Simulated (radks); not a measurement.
Valence configurations of Tc II (all share [Kr]). All-electron calculation, Dirac Kohn-Sham, PBE, spin-unpolarised, spherical densities, finite nucleus; open shells fill j = l - 1/2 first; Fermi nuclear charge, rms radius 4.4112 fm. Program: a radial shooting solver on a logarithmic mesh with Libxc functionals. Energies are relative to 4d5 5s1; eigenvalues in eV.

4d6: E (eV) -1.829; e(4d3/2) -11.592; e(4d5/2) -11.323
4d5.5 5s0.5: E (eV) -1.086; e(4d3/2) -12.857; e(4d5/2) -12.575; e(5s1/2) -10.756
4d5 5s1: E (eV) 0.000; e(4d3/2) -14.197; e(4d5/2) -13.903; e(5s1/2) -11.370
4d5.5 5p0.5: E (eV) 1.013; e(4d3/2) -13.418; e(4d5/2) -13.134; e(5p1/2) -6.906
4d5 5s0.5 5p0.5: E (eV) 2.192; e(4d3/2) -14.752; e(4d5/2) -14.455; e(5p1/2) -7.322; e(5s1/2) -11.733
4d4 5s2: E (eV) 3.306; e(4d3/2) -17.061; e(5s1/2) -12.629
4d5 5p1: E (eV) 4.411; e(4d3/2) -15.292; e(4d5/2) -14.993; e(5p1/2) -7.623
4d4.5 5s0.5 5p1: E (eV) 6.056; e(4d3/2) -16.681; e(4d5/2) -16.369; e(5p1/2) -8.039; e(5s1/2) -12.689
4d4 5s1 5p1: E (eV) 8.099; e(4d3/2) -18.123; e(5p1/2) -8.459; e(5s1/2) -13.300
4d4 5p2: E (eV) 12.984; e(4d3/2) -19.136; e(5p1/2) -8.995

NIST lists [Kr] 4d5 5s1 as the ground configuration; this level of theory puts 4d6 lower, by 1.829 eV. The energies are those of spherical spin-averaged densities, not of single terms.
